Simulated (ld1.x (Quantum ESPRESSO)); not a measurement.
## Before and after: TM potential for Sb

Sb (Z = 51), norm-conserving Troullier–Martins (Kleinman–Bylander form), made with ld1.x (Quantum ESPRESSO) 7.5 (PBEsol, scalar-relativistic). Core [Kr], reference 4d10 5s1 5p4. Waves: 5s (bound): rc 1.80 bohr; 4d (bound): rc 1.20 bohr; 5p (bound): rc 2.10 bohr. Local part: the p channel. Core correction: none.

Change: local potential the s channel.

Cutoffs: the cutoffs (Ry, on a coarse ladder) from which the occupation-weighted sum of valence levels, in a spherical-Bessel basis at the reference potential, stays within 10 and 1 mRy of its value at 400 Ry; they do not see the model core or the augmentation charge, which bear on the density cutoff. Errors are all-electron minus pseudo energies relative to the spin-unpolarised reference configuration.

Problem. Predict the effect on cutoff, ghosts and configuration errors.

Solution. The potential gets neither clearly harder nor softer (110 Ry and 180 Ry → 110 Ry and 180 Ry); the d channel sets the loose cutoff, while the largest relative change is in s, which becomes harder; the number of tests that count goes from 7 to 6; of the 6 tests that both files solve, the error grows in 3 and shrinks in 1 by more than 15 % and 0.3 meV (median size 3.3 → 2.9 meV); the range in which the s phases agree widens (upper end 1.5 → 3.2); neither file shows a bound ghost at the reference potential, the only one tested.

```csv
quantity,base,changed
"cutoff, loose",110 Ry,110 Ry
"cutoff, tight",180 Ry,180 Ry
loose cutoff by channel (10 mRy a level),"s 12 Ry, d 90 Ry, p 10 Ry","p 10 Ry, d 90 Ry, s 18 Ry"
bound ghosts,none,none
"tests counted (converged, no solver errors)",7 of 7,6 of 7
"error for 4d10 5s2 5p3, meV [ΔE -8.14 eV]",+0.1,-0.1
"error for 4d10 5s2 5p2, meV [ΔE 0.20 eV]",-5.1,-4.9
"error for 4d10 5s2 5p1, meV [ΔE 16.21 eV]",-9.4,-11
"error for 4d10 5s2 5p3.3, meV [ΔE -9.30 eV]",+1.5,+1.0
"error for 4d10 5s1 5p3, meV [ΔE 8.97 eV]",-0.4,-0.9
"error for 4d10 5s2 5p0, meV [ΔE 40.66 eV]",-10,-18
s: phases at 2.31 bohr within 0.05 rad from the reference energy up to (Ry; the scan ends near 5),1.5,3.2
p: phases at 2.31 bohr within 0.05 rad from the reference energy up to (Ry; the scan ends near 5),4.0,4.7
d: phases at 2.31 bohr within 0.05 rad from the reference energy up to (Ry; the scan ends near 5),-0.3,0.1
```

Base: ld1.x printed “convergence not achieved” for 7 of the counted tests; their residual had stalled under 1e-8, short of the target of 1e-14. Changed file: Tests not counted: 4d9 5s2 5p4 (an occupied level unbound or not found, printed error -368 meV). ld1.x printed “convergence not achieved” for 6 of the counted tests; their residual had stalled under 1e-8, short of the target of 1e-14.
